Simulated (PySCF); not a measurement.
**Computed properties of Sn(Cl)3(SiH3) (Cl3H3SiSn), SMILES [Cl][Sn]([SiH3])([Cl])[Cl]**

Cl3H3SiSn, SMILES [SiH3][Sn]([Cl])([Cl])[Cl]. Geometry optimised at r2SCAN-D4/def2-SVP. The structure was generated by enumeration; whether it is a known compound was not checked. The def2 effective core potentials stand for the cores of Sn; spin–orbit coupling is left out. One conformer was computed; it need not be the lowest. All values are computed for the isolated molecule unless a solvent is named; none is compared with measurement here.

**Structure.** The optimised structure has C3v symmetry. All 18 harmonic modes at r2SCAN-D4/def2-SVP (PySCF) are real, so it is a minimum. With heavy atoms numbered as in [SiH3:1][Sn:2]([Cl:3])([Cl:4])[Cl:5], the shortest bond between them is Sn2–Cl3 at 2.350 Å and the longest Si1–Sn2 at 2.573 Å.

**Vibrations.** The strongest infrared lines (harmonic, unscaled, degenerate partners summed) lie at 822 cm⁻¹ (306 km/mol, H 91 %, Si 9 %), 381 cm⁻¹ (118 km/mol, Cl 73 %, Sn 27 %), 2265 cm⁻¹ (85 km/mol, H 96 %). The softest mode is at 63 cm⁻¹ and the zero-point energy is 17.7 kcal/mol.

**Electronic structure.** PBE0/def2-TZVP (PySCF) places the frontier levels at -8.72 and -2.47 eV, a gap of 6.25 eV, and gives a dipole moment of 4.17 D and a mean polarisability of 106.8 bohr³. PBE/def2-TZVP (PySCF) at the same geometry gives -7.52 and -3.32 eV, so its gap is 2.05 eV narrower. An orbital gap is neither the optical nor the fundamental gap.

**Excitations.** TDA-B3LYP/def2-SVPD (PySCF) has S1 at 4.99 eV (249 nm, f = 0.000, dark); the most intense of the 10 singlets computed lies at 5.13 eV (f = 0.21). Strengths of degenerate partners are summed. T1 (TDA) is at 4.28 eV, 0.71 eV under S1. TDA-PBE/def2-SVPD (PySCF) puts S1 at 4.40 eV. No vertical singlet excitation falls in the visible range (under 3.1 eV).
